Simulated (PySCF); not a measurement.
Molecule: `C=Nc1ccoc1`, C5H5NO.

Bonds (- single, = double, # triple, : aromatic): C1=N2, N2-C3, C3:C4, C4:C5, C5:O6, O6:C7, C7:C3. C1 carries H8, H9; C4 carries H10; C5 carries H11; C7 carries H12. H9 is cis to C3; H8 is trans to C3.

Frames of a GFN2-xTB Langevin trajectory at 400 K; GIAO PBE0/pcSseg-1 shieldings in PySCF, gas phase, non-relativistic; equivalent atoms averaged within each frame.

References, each an isolated molecule treated in the same way: 13C (186.93 ppm), 1H (31.72 ppm) vs TMS; 15N (267.73 ppm) against NH3; H2O for 17O (336.08 ppm). The references are static minima.

Question: How do the shifts (ppm) fluctuate along the trajectory?

Answer: 
| time (fs) | C5 | C1 | C3 | C4 | C7 | N2 | O6 | H11 | H9 | H12 |
| --- | --- | --- | --- | --- | --- | --- | --- | --- | --- | --- |
| optimised geometry | 148.2 | 153.1 | 148.3 | 118.8 | 130.3 | 386.6 | 286.5 | 7.48 | 7.85 | 7.38 |
| 250 | 163.9 | 151.6 | 150.6 | 141.9 | 130.2 | 379.8 | 295.0 | 8.65 | 8.56 | 7.76 |
| 425 | 145.6 | 149.2 | 150.7 | 112.1 | 134.2 | 383.2 | 284.3 | 7.24 | 8.42 | 7.90 |
| 625 | 146.8 | 155.2 | 161.8 | 129.2 | 132.0 | 422.9 | 288.2 | 7.96 | 7.53 | 8.44 |
| 800 | 161.5 | 159.4 | 153.8 | 119.4 | 134.2 | 419.7 | 307.7 | 7.85 | 7.87 | 7.94 |
| 1000 | 150.2 | 159.7 | 149.0 | 118.3 | 126.1 | 425.3 | 265.5 | 7.54 | 8.09 | 6.42 |
| mean of frames | 153.6 | 155.0 | 153.2 | 124.2 | 131.3 | 406.2 | 288.1 | 7.85 | 8.09 | 7.69 |
| standard deviation | 8.6 | 4.6 | 5.1 | 11.6 | 3.4 | 22.6 | 15.5 | 0.53 | 0.42 | 0.76 |

5 frames give an uncertainty of the mean of about the standard deviation over 2.2 at best, since frames this close in time may not be independent; classical motion lacks zero-point vibration, and the reference would need the same averaging.
